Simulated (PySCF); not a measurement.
F2La (SMILES [F][La+][F]), charge +1, singlet, at a GFN2-xTB geometry (such geometries of metal compounds can be far from the true shape) (the multiplicity is a formal guess) (core potentials on La); PySCF with BP86/def2-SV(P).

Input for PySCF:
```python
from pyscf import gto, scf, dft

mol = gto.M(
    atom='''
La    0.339661    0.235568    0.069081
F    -1.548567    0.245262   -1.273320
F    -0.602619   -1.737191    0.835806
''',
    basis='def2-sv(p)',
    ecp={'La': 'def2-sv(p)'},
    charge=1,
    spin=0,
    verbose=4,
)

mf = dft.RKS(mol)
mf.xc = 'bp86'
mf.kernel()
mf.analyze()
```

What the program printed (banner, timings and long lists left out):

```
PySCF version 2.14.0

[INPUT] verbose = 4
[INPUT] num. atoms = 3
[INPUT] num. electrons = 28
[INPUT] charge = 1
[INPUT] spin (= nelec alpha-beta = 2S) = 0
[INPUT] symmetry False subgroup None
[INPUT] Mole.unit = angstrom
[INPUT] Symbol           X                Y                Z      unit          X                Y                Z       unit  Magmom
[...]
nuclear repulsion = 59.3006480013227
number of shells = 23
number of NR pGTOs = 98
number of NR cGTOs = 53
basis = def2-sv(p)
ecp = {'La': 'def2-sv(p)'}

******** <class 'pyscf.dft.rks.RKS'> ********
method = RKS
initial guess = minao
damping factor = 0
level_shift factor = 0
DIIS = <class 'pyscf.scf.diis.CDIIS'>
diis_start_cycle = 1
diis_space = 8
diis_damp = 0
SCF conv_tol = 1e-09
SCF conv_tol_grad = None
SCF max_cycles = 50
direct_scf = True
direct_scf_tol = 1e-13
XC library pyscf.dft.libxc version 7.1.2
    S. Lehtola, C. Steigemann, M. J. T. Oliveira, and M. A. L. Marques,  SoftwareX 7, 1–5 (2018)
XC functionals = bp86
    A. D. Becke,  Phys. Rev. A 38, 3098 (1988)
    J. P. Perdew,  Phys. Rev. B 33, 8822 (1986)
    J. P. Perdew,  Phys. Rev. B 34, 7406–7406 (1986)
radial grids:
    Treutler-Ahlrichs [JCP 102, 346 (1995); DOI:10.1063/1.469408] (M4) radial grids

becke partition: Becke, JCP 88, 2547 (1988); DOI:10.1063/1.454033
pruning grids: <function nwchem_prune>
grids dens level: 3
symmetrized grids: False
atomic radii adjust function: <function treutler_atomic_radii_adjust>
small_rho_cutoff = 0
Set gradient conv threshold to 3.16228e-05
Initial guess from minao.
tot grids = 53232
init E= -227.951476649972
[...]
cycle= 1 E= -230.856818704034  delta_E= -2.91  |g|= 0.919  |ddm|= 10.1
[...]
cycle= 2 E= -214.379637692585  delta_E= 16.5  |g|= 7.14  |ddm|= 6.24
[...]
cycle= 3 E= -231.007402803467  delta_E= -16.6  |g|= 0.394  |ddm|= 6.07
[...]
cycle= 4 E= -231.021346579726  delta_E= -0.0139  |g|= 0.199  |ddm|= 0.444
[...]
cycle= 5 E= -231.028883377641  delta_E= -0.00754  |g|= 0.111  |ddm|= 0.104
[...]
cycle= 6 E= -231.031793450167  delta_E= -0.00291  |g|= 0.00333  |ddm|= 0.0913
[...]
cycle= 7 E= -231.031793073112  delta_E= 3.77e-07  |g|= 0.00324  |ddm|= 0.00378
[...]
cycle= 8 E= -231.031794976749  delta_E= -1.9e-06  |g|= 0.000964  |ddm|= 0.00287
[...]
cycle= 9 E= -231.03179516961  delta_E= -1.93e-07  |g|= 5.73e-05  |ddm|= 0.000746
[...]
cycle= 10 E= -231.031795170565  delta_E= -9.55e-10  |g|= 2.3e-05  |ddm|= 7.85e-05
[...]
Extra cycle  E= -231.031795168682  delta_E= 1.88e-09  |g|= 9.62e-05  |ddm|= 9.26e-05
converged SCF energy = -231.031795168682
**** SCF Summaries ****
Total Energy =                        -231.031795168682095
Nuclear Repulsion Energy =              59.300648001322720
One-electron Energy =                 -444.996872172894427
Two-electron Energy =                  154.664429002889648
Two-electron Coulomb Energy =          179.669011221966286
DFT Exchange-Correlation Energy =      -25.004582219076628
HOMO-LUMO gap [eV] =                     3.732505516161186
**** MO energy ****
[...]
WARN: Weak orthogonality for localized orbitals 1.001928099525147e-09

WARN: System has nonzero charge 1; the dipole moment is origin-dependent.
Location of origin: [0. 0. 0.]

Dipole moment(X, Y, Z, Debye):  7.61380,  5.28036,  1.54860
```
